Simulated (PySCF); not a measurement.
This PySCF input asks for the NMR shieldings of `BN1C[C@H]1C`, C3H8BN; the geometry comes from GFN2-xTB.

```python
import basis_set_exchange as bse
import numpy as np
from pyscf import gto, dft
from pyscf.prop import nmr

atoms = """
B     1.871359   -0.886099   -0.065259
N     0.847855    0.001709    0.069249
C     0.320001    1.292489   -0.212980
C    -0.460468    0.277802    0.548599
C    -1.634879   -0.426951   -0.085871
H     1.753718   -1.952098    0.409835
H     2.834182   -0.554080   -0.646414
H     0.043442    1.502421   -1.240347
H     0.755274    2.137181    0.309583
H    -0.555605    0.419752    1.623836
H    -2.544812    0.151226    0.063226
H    -1.769229   -1.409701    0.361294
H    -1.465226   -0.553166   -1.152480
"""
names = dict.fromkeys(["B", "N", "C", "H"], "pcSseg-1")
basis = {el: gto.basis.parse(bse.get_basis(n, elements=[el], fmt="nwchem")) for el, n in names.items()}
mol = gto.M(atom=atoms, basis=basis, charge=0, verbose=0)
mf = dft.RKS(mol, xc="PBE0")
mf.grids.level = 2
mf.grids.alignment = dft.numint.BLKSIZE   # the property module wants whole blocks of grid points
mf.conv_tol = 1e-9
mf.kernel()

calc = nmr.RKS(mf)   # GIAO
C = mf.mo_coeff
Co = C[:, mf.mo_occ > 0]
resp = mf.gen_response(singlet=True, hermi=2)
def vind(x):   # induced exchange potential for any number of trial vectors
    d = np.einsum("pi,xij,qj->xpq", C, 2 * x.reshape(-1, C.shape[1], Co.shape[1]), Co, optimize=True)
    return np.einsum("xpq,pi,qj->xij", resp(d - d.transpose(0, 2, 1)), C, Co, optimize=True).ravel()
mo1, _ = nmr.rhf.solve_mo1(calc, with_cphf=vind)
sigma = calc.kernel(mo1)
for i, s in enumerate(sigma):   # ppm
    w = np.linalg.eigvalsh((s + s.T) / 2)
    print("%2d %-2s iso %8.1f  s11 %8.1f  s22 %8.1f  s33 %8.1f" % (i, mol.atom_pure_symbol(i), w.mean(), *w))
```

Q: Give the expected output.

A: 
```
 0 B  iso     68.2  s11     37.0  s22     43.4  s33    124.0
 1 N  iso    129.7  s11     33.1  s22     77.8  s33    278.2
 2 C  iso    157.7  s11    124.7  s22    149.9  s33    198.5
 3 C  iso    155.6  s11    113.7  s22    153.5  s33    199.7
 4 C  iso    164.5  s11    143.2  s22    160.8  s33    189.4
 5 H  iso     26.6  s11     24.8  s22     25.9  s33     29.2
 6 H  iso     26.7  s11     25.2  s22     26.0  s33     28.9
 7 H  iso     30.0  s11     24.9  s22     27.7  s33     37.3
 8 H  iso     29.5  s11     24.4  s22     26.0  s33     38.1
 9 H  iso     29.2  s11     22.9  s22     26.9  s33     37.9
10 H  iso     30.1  s11     25.9  s22     27.5  s33     36.9
11 H  iso     29.7  s11     25.6  s22     27.6  s33     36.0
12 H  iso     31.3  s11     27.1  s22     29.3  s33     37.4
```

These numbers come from an equivalent density-fitted implementation of the same equations, which agrees with the script to about 0.01 ppm for H and up to a few tenths of a ppm for heavy atoms, so last digits may differ.

Size and cost of the density-fitted run: 125 basis functions, of the order of 30 core-seconds.
